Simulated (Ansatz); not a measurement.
`[SH][In]([SH])[Cl]` and `[SiH3][O][In]([SH])[Cl]` differ in one atom or group.

Ansatz, PBE0-D4/def2-TZVP geometries, multiplicity 1. Each molecule was computed in one conformer, which needn't be the lowest.

Elements past krypton have def2 core potentials.

| property | `[SH][In]([SH])[Cl]` |
| --- | --- |
| HOMO energy (PBE0/def2-TZVPP) / eV | -7.87 |
| HOMO energy (ωB97M-V/def2-TZVPP) / eV | -10.03 |
| LUMO energy (ωB97M-V/def2-TZVPP) / eV | -0.18 |
| HOMO–LUMO gap (ωB97M-V/def2-TZVPP) / eV | 9.85 |
| size of the dipole moment (ωB97M-V/def2-TZVPP) / D | 1.65 |
| LUMO energy (PBE0/def2-TZVPP) / eV | -2.08 |

(1) Give the same properties after the change, and the shifts. (An estimate is asked.)

Answers

(1) Computed: 
```
                                          property  `[SiH3][O][In]([SH])[Cl]`  shift
                HOMO energy (PBE0/def2-TZVPP) / eV                      -8.21  -0.34
             HOMO energy (ωB97M-V/def2-TZVPP) / eV                     -10.42  -0.39
             LUMO energy (ωB97M-V/def2-TZVPP) / eV                      -0.42  -0.24
           HOMO–LUMO gap (ωB97M-V/def2-TZVPP) / eV                      10.00   0.15
size of the dipole moment (ωB97M-V/def2-TZVPP) / D                       1.55  -0.10
                LUMO energy (PBE0/def2-TZVPP) / eV                      -2.33  -0.25
```

With PBE0 the HOMO falls by 0.34 eV and the LUMO falls by 0.25 eV, so the gap widens by about 0.09 eV. PBE moves the HOMO by -0.31 eV and ωB97M-V by -0.39 eV. Dipoles are sizes alone; their direction can turn.
